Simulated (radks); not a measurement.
Problem. The tellurium ion Te4+, 48 electrons, occupied as [Kr] 4d10 5s2 (the NIST ground configuration). Calculated with a radial shooting solver on a logarithmic mesh with Libxc functionals: Dirac Kohn-Sham, PBE, spin-unpolarised, spherical densities, point nucleus. Some entries of the table are withheld. Estimate them.

orbital,occ.,eigenvalue (eV),<r^2> (bohr^2)
1s1/2,2,-31651.24,0.001048
2s1/2,2,-4889.228,0.01688
2p1/2,2,-4583.492,0.01250
2p3/2,4,-4308.982,0.01379
3s1/2,2,-1007.987,0.1185
3p1/2,2,(1),(2)
3p3/2,4,(3),(4)
3d3/2,4,-609.5280,0.1029
3d5/2,6,-598.8276,0.1053
4s1/2,2,-207.5242,0.6597
4p1/2,2,(5),0.7302
4p3/2,4,(6),0.7825
4d3/2,4,-85.4405,(7)
4d5/2,6,-83.9483,(8)
5s1/2,2,-53.2238,3.903

Solution. 
(1) 3p1/2 eigenvalue (eV): -882.3082
(2) 3p1/2 <r^2> (bohr^2): 0.1133
(3) 3p3/2 eigenvalue (eV): -831.1372
(4) 3p3/2 <r^2> (bohr^2): 0.1215
(5) 4p1/2 eigenvalue (eV): -164.2996
(6) 4p3/2 eigenvalue (eV): -154.5589
(7) 4d3/2 <r^2> (bohr^2): 1.062
(8) 4d5/2 <r^2> (bohr^2): 1.088
